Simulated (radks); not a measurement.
Pt XLIX, 30 electrons, occupied as [Ar] 3d10 4s1 7s1 (not the ground configuration).

Method: scalar-relativistic Kohn-Sham, PBEsol, spin-polarised, spherical densities, point nucleus; open shells are filled with parallel spins first (spin-orbit coupling, left out, can overturn this in heavy ions); computed with a radial shooting solver on a logarithmic mesh with Libxc functionals.

Energy parts (Ry):
total: -33353.7940
kinetic: 37558.4764
electron-nucleus: -76498.8305
Hartree: 6087.9267
exchange-correlation: -501.3666

Orbitals (lengths in bohr, moments of r in powers of bohr; r(90%) holds 90 % of the orbital's charge):
[
 {"orbital": "1s up", "occ.": "1", "eigenvalue (Ry)": "-5955.054", "<1/r>": "94.00", "<r^4>": "4.514e-07", "<r^2>": "0.0004059", "r(90%)": "0.0313"},
 {"orbital": "1s down", "occ.": "1", "eigenvalue (Ry)": "-5954.936", "<1/r>": "94.00", "<r^4>": "4.514e-07", "<r^2>": "0.0004059", "r(90%)": "0.0313"},
 {"orbital": "2s up", "occ.": "1", "eigenvalue (Ry)": "-1200.636", "<1/r>": "22.07", "<r^4>": "0.00006588", "<r^2>": "0.006175", "r(90%)": "0.112"},
 {"orbital": "2s down", "occ.": "1", "eigenvalue (Ry)": "-1200.561", "<1/r>": "22.07", "<r^4>": "0.00006588", "<r^2>": "0.006175", "r(90%)": "0.112"},
 {"orbital": "2p up", "occ.": "3", "eigenvalue (Ry)": "-1066.113", "<1/r>": "19.70", "<r^4>": "0.00005293", "<r^2>": "0.005173", "r(90%)": "0.106"},
 {"orbital": "2p down", "occ.": "3", "eigenvalue (Ry)": "-1066.040", "<1/r>": "19.70", "<r^4>": "0.00005293", "<r^2>": "0.005173", "r(90%)": "0.106"},
 {"orbital": "3s up", "occ.": "1", "eigenvalue (Ry)": "-416.3753", "<1/r>": "8.341", "<r^4>": "0.002203", "<r^2>": "0.03849", "r(90%)": "0.268"},
 {"orbital": "3s down", "occ.": "1", "eigenvalue (Ry)": "-416.2437", "<1/r>": "8.344", "<r^4>": "0.002198", "<r^2>": "0.03846", "r(90%)": "0.268"},
 {"orbital": "3p up", "occ.": "3", "eigenvalue (Ry)": "-376.9365", "<1/r>": "7.651", "<r^4>": "0.002343", "<r^2>": "0.03901", "r(90%)": "0.273"},
 {"orbital": "3p down", "occ.": "3", "eigenvalue (Ry)": "-376.7982", "<1/r>": "7.654", "<r^4>": "0.002337", "<r^2>": "0.03896", "r(90%)": "0.273"},
 {"orbital": "3d up", "occ.": "5", "eigenvalue (Ry)": "-335.9708", "<1/r>": "7.209", "<r^4>": "0.001719", "<r^2>": "0.03175", "r(90%)": "0.254"},
 {"orbital": "3d down", "occ.": "5", "eigenvalue (Ry)": "-335.8515", "<1/r>": "7.212", "<r^4>": "0.001713", "<r^2>": "0.03171", "r(90%)": "0.254"},
 {"orbital": "4s up", "occ.": "1", "eigenvalue (Ry)": "-204.9673", "<1/r>": "4.136", "<r^4>": "0.02995", "<r^2>": "0.1474", "r(90%)": "0.511"},
 {"orbital": "4s down", "occ.": "0", "eigenvalue (Ry)": "-204.2583", "<1/r>": "4.140", "<r^4>": "0.02987", "<r^2>": "0.1471", "r(90%)": "0.511"},
 {"orbital": "7s up", "occ.": "1", "eigenvalue (Ry)": "-57.67504", "<1/r>": "1.174", "<r^4>": "4.150", "<r^2>": "1.790", "r(90%)": "1.72"}
]

The highest occupied level is 7s up at -784.71 eV. The configuration is held as typed, so some empty levels lie below it. Spin moment in Bohr magnetons: 2. The density falls to 0.001 e/bohr^3 at r = 2.10 bohr.
